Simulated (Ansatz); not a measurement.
Two isomers of C2H6ClFSn: A = `[CH3][Sn]([CH3])([F])[Cl]`, B = `[CH3][SnH]([F])[CH2]Cl`.

Computed with Ansatz on PBE0-D4/def2-TZVP structures; ΔE is electronic, products minus reactants. CCSD(T)/CBS is the MP2 limit (def2-TZVPP, def2-QZVPP) plus CCSD(T) − MP2 in def2-TZVPP, frozen cores. Functionals use def2-TZVPP. B3LYP here is the variant with VWN-RPA as its local correlation; programs differ in this. def2 core potentials past Kr. For Sn outer-core shells are correlated without core-valence functions, which leaves a few kJ/mol of doubt a bond. Each species was taken in one conformer, which may not be the lowest.

A:

```xyz
11

C    -1.303   -0.685   -1.229
Sn   -0.283   -0.001    0.495
C     1.705    0.731    0.489
F    -1.354    1.444    1.181
Cl   -0.437   -1.654    2.129
H    -1.327    0.105   -1.980
H    -0.801   -1.564   -1.632
H    -2.320   -0.946   -0.938
H     1.936    1.087    1.492
H     1.792    1.553   -0.222
H     2.392   -0.069    0.216
```

B:

Z-matrix (Å, degrees):
```
C
Sn 1 2.121
H 1 1.089 2 110.1
H 1 1.090 2 109.6 3 120.5
H 1 1.090 2 108.9 3 -119.9
F 2 1.936 1 105.6 3 73.6
C 2 2.149 1 112.3 3 -174.1
H 2 1.705 1 117.0 3 -42.7
Cl 7 1.786 2 107.8 1 61.4
H 7 1.088 2 111.5 1 -56.9
H 7 1.088 2 112.1 1 -179.9
```

(1) Which isomer does CCSD(T)/CBS put lower? Give the gap. (Estimate.)

(2) Give E(B) − E(A) in kcal/mol with r2SCAN-D4, PBE0-D4, ωB97M-V, CCSD(T)/def2-TZVPP, B3LYP-D4, MP2/def2-TZVPP, CCSD/def2-TZVPP. (An estimate is asked.)

Largest T1 diagnostic: 0.012.

## Answers

(1) Ansatz gave: A, by 45.0 kcal/mol.

(2) The calculation gave: r2SCAN-D4 45.4, PBE0-D4 44.1, ωB97M-V 44.1, CCSD(T)/def2-TZVPP 43.9, B3LYP-D4 44.4, MP2/def2-TZVPP 45.4, CCSD/def2-TZVPP 44.1. None reverses the order clearly.

In def2-TZVPP, CCSD(T) changes the Hartree–Fock value by −2.8 kcal/mol (the triples alone add −0.3 kcal/mol) and MP2 by −1.3 kcal/mol. From PBE to PBE0 (25 % exact exchange), in def2-TZVPP and without D4, E(B) − E(A) moves by +1.0 kcal/mol.
